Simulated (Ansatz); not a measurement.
Consider the formal exchange of groups at the Se–C bond: `COC(F)[SeH]` + `N[SiH2][SiH3]` → `N[SiH2][SiH2][SeH]` + `COCF`.

Isolated molecules relaxed with PBE0-D4/def2-TZVP in Ansatz; ΔE leaves out vibrations. CCSD(T)/CBS adds triple-zeta CCSD(T) − MP2 to the extrapolated MP2 energy (def2 sets, frozen cores). This one scheme is used for every species. Functionals use def2-TZVPP. B3LYP here is the variant with VWN-RPA as its local correlation; programs differ in this. For Se outer-core shells are correlated without core-valence functions, which leaves a few kJ/mol of doubt a bond. Scalar relativity is left out up to krypton. One conformer a species, not always the lowest.

```tsv
level	ΔE (kJ/mol)	difference from CCSD(T)/CBS
r2SCAN-D4	-117.1	4.0
ωB97M-V	-116.8	4.3
PBE	-112.9	8.2
r2SCAN	-116.7	4.4
B3LYP	-113.2	7.9
CCSD/def2-TZVPP	-116.7	4.4
CCSD(T)/def2-TZVPP	-115.1	6.0
MP2/def2-QZVPP	-124.0	-2.9
SCS-MP2/def2-QZVPP	-120.3	0.8
CCSD/CBS(def2)	-122.8	-1.7
CCSD(T)/CBS	-121.1	0
```

Largest T1 diagnostic among the species: 0.011.

The D4 term adds −3.7 kJ/mol with B3LYP and −2.1 kJ/mol with PBE0; it sums over pairs of atoms, weighted by their polarisabilities, and B3LYP, whose exchange is more repulsive, gets the larger term. From PBE to PBE0 (25 % exact exchange), in def2-TZVPP and without D4, ΔE moves by −6.9 kJ/mol. In def2-TZVPP, CCSD(T) changes the Hartree–Fock value by +9.4 kJ/mol (the triples alone add +1.7 kJ/mol) and MP2 by +3.9 kJ/mol.
